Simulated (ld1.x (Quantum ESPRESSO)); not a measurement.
tellurium (Te): one change to a TM potential, before and after

```json
{
  "Element": "tellurium (Te)",
  "Generator": "ld1.x (Quantum ESPRESSO) 7.5",
  "Type": "norm-conserving Troullier–Martins (Kleinman–Bylander form)",
  "Functional": "PBE",
  "Relativity": "scalar-relativistic",
  "Frozen core": "[Kr]",
  "Valence charge": "16",
  "Reference configuration": "4d10 5s2 5p4",
  "Partial waves": "5p (bound): rc 2.00 bohr; 4d (bound): rc 1.10 bohr; 4f channel at -0.1 Ry: rc 2.10 bohr; 5s (bound): rc 1.80 bohr",
  "Local potential": "the s channel",
  "Core correction": "none"
}
```

Change: all radii scaled by about 0.75 (s 1.36, p 1.50, d 0.82, f 1.58 bohr).

Cutoffs: the cutoffs (Ry, on a coarse ladder) from which the occupation-weighted sum of valence levels, in a spherical-Bessel basis at the reference potential, stays within 10 and 1 mRy of its value at 400 Ry; they do not see the model core or the augmentation charge, which bear on the density cutoff. Errors are all-electron minus pseudo energies relative to the spin-unpolarised reference configuration.

What does the change do?

A bound ghost appears in p, which as a rule spoils a file; of the 7 tests that both files solve, the error grows in 4 and shrinks in 1 by more than 15 % and 0.3 meV (median size 4.6 → 14.3 meV).

| quantity | base | changed |
| --- | --- | --- |
| cutoff, loose | 120 Ry | 230 Ry |
| cutoff, tight | 200 Ry | over 300 Ry |
| loose cutoff by channel (10 mRy a level) | p 12 Ry, d 100 Ry, s 21 Ry | p 70 Ry, d 140 Ry, s 45 Ry |
| bound ghosts | none | p |
| error for 4d10 5s2 5p3, meV [ΔE 9.73 eV] | -0.9 | -0.9 |
| error for 4d10 5s2 5p2, meV [ΔE 27.65 eV] | +1.0 | +4.9 |
| error for 4d10 5s2 5p1, meV [ΔE 54.55 eV] | +9.9 | +38 |
| error for 4d10 5s2 5p0, meV [ΔE 91.03 eV] | +35 | +145 |
| error for 4d10 5s2 5p4.3, meV [ΔE -1.47 eV] | +0.5 | +0.4 |
| error for 4d10 5s0 5p6, meV [ΔE 18.70 eV] | -4.6 | -14 |
| error for 4d9 5s2 5p4, meV [ΔE 49.25 eV] | -396 | +27 |

 A true bound ghost makes a file unfit for plane-wave use even where its test errors are small: the radial tests pick states by their node count and pass the ghost by.
